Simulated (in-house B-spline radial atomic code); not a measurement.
Configurations of neutral promethium, with energies counted from [Xe] 4f5 6s2. Computed with a radial B-spline atomic code at the basis-set limit: scalar-relativistic (X2C) B97-1, spin-polarised, spherical fractional occupations, Fermi nucleus of rms radius 4.962 fm. Shells without spins written out take the highest spin.

Caution: exact exchange at fractional occupations of open shells leaves self-interaction of up to several eV.

Occupations are held fixed; configurations that lie above the ionisation limit could autoionise.

```
                                                      configuration  E - E(ref) (eV)  highest orbital  its <r> (bohr)
                                                   [Xe] 4f5 6s1 6p1            2.308            6p up           5.773
                         [Xe] 4f(3 up, 1 down) 6s2 6p(0 up, 1 down)           11.105          6p down           5.184
                                      [Kr] 4d10 4f5 5s2 5p5 6s2 7d1            26.29            7d up           20.79
[Kr] 4d(4 up, 5 down) 4f(5 up, 0 down) 5s2 5p6 6s2 6p(1 up, 0 down)           132.24            6p up            5.13
```

(1) Order these further configurations by energy, lowest first.
A. [Xe] 4f(2 up, 3 down) 6s(0 up, 1 down) 6d(1 up, 0 down)
B. [Xe] 4f(2 up, 3 down) 6s2
C. [Kr] 4d9 4f5 5s2 5p6 5d1 6s2
D. [Xe] 4f4 6s2 7d1
E. [Xe] 4f5 6s1 7p1

Results:

(1) E (4.2145 eV), B (8.3459 eV), D (9.4779 eV), A (12.92 eV), C (124.8 eV).
